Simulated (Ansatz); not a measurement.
The lowest singlet and triplet of CHCl (SMILES [CH]Cl); geometries from B3LYP-D3(BJ)/def2-TZVP, each state relaxed from the structure named, with no frequency check.
Singlet (charge 0, multiplicity 1):
```xyz
3

C     -1.0700     0.5280     0.0000
Cl     0.4793    -0.1649     0.0000
H     -1.7283    -0.3646     0.0000
```

A positive gap puts the triplet lower; no zero-point energy. R- takes a restricted singlet. The triplet is unrestricted in single-reference levels. Active spaces average the two states.

Frozen-core correlation.

Run with Ansatz (a first-principles code). Values without a source in brackets are computed.

**Question.** What is the computed gap E(singlet) − E(triplet), vertical, at the singlet's geometry (R-HF/cc-pV(D+d)Z)?

**Answer.** 0.28 eV

**Question.** Predict the gap E(singlet) − E(triplet), vertical, at the singlet's geometry from R-B3LYP/def2-TZVPP.

**Answer.** -0.50 eV

**Question.** Predict the gap E(singlet) − E(triplet), vertical, at the singlet's geometry from FIC-MRCISD+Q on SA-CASSCF(2,2)/cc-pV(Q+d)Z.

**Answer.** -0.60 eV

Doubts at one or more of the structures used: a restricted determinant that unrestricted orbitals would lower (R-HF/cc-pV(D+d)Z, R-B3LYP/def2-TZVPP).
